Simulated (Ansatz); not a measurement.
`[F][SnH]([F])[F]` and `[NH2][Sn]([F])([F])[F]` differ in one atom or group.

Ansatz, PBE0-D4/def2-TZVP geometries, multiplicity 1. Each molecule was computed in one conformer, which needn't be the lowest.

Elements past krypton have def2 core potentials.

```tsv
property	`[F][SnH]([F])[F]`
size of the dipole moment (PBE/def2-TZVPP) / D	3.13
size of the dipole moment (ωB97M-V/def2-TZVPP) / D	3.34
HOMO energy (PBE0/def2-TZVPP) / eV	-11.05
size of the dipole moment (B3LYP/def2-TZVPP) / D	3.32
HOMO–LUMO gap (B3LYP/def2-TZVPP) / eV	8.26
LUMO energy (B3LYP/def2-TZVPP) / eV	-2.54
```

Question: Give the same properties after the change, and the shifts. (Estimate.)

Answer: The calculation gave: 
| property | `[NH2][Sn]([F])([F])[F]` | shift |
| --- | --- | --- |
| size of the dipole moment (PBE/def2-TZVPP) / D | 3.67 | 0.54 |
| size of the dipole moment (ωB97M-V/def2-TZVPP) / D | 3.75 | 0.41 |
| HOMO energy (PBE0/def2-TZVPP) / eV | -9.13 | 1.92 |
| size of the dipole moment (B3LYP/def2-TZVPP) / D | 3.79 | 0.47 |
| HOMO–LUMO gap (B3LYP/def2-TZVPP) / eV | 6.06 | -2.20 |
| LUMO energy (B3LYP/def2-TZVPP) / eV | -2.82 | -0.28 |

With PBE0 the HOMO rises by 1.92 eV and the LUMO falls by 0.28 eV, so the gap narrows by about 2.20 eV. PBE moves the HOMO by 1.72 eV and ωB97M-V by 1.85 eV. Dipoles are sizes alone; their direction can turn.

B3LYP here is the variant with VWN-RPA as its local correlation; programs differ in this.
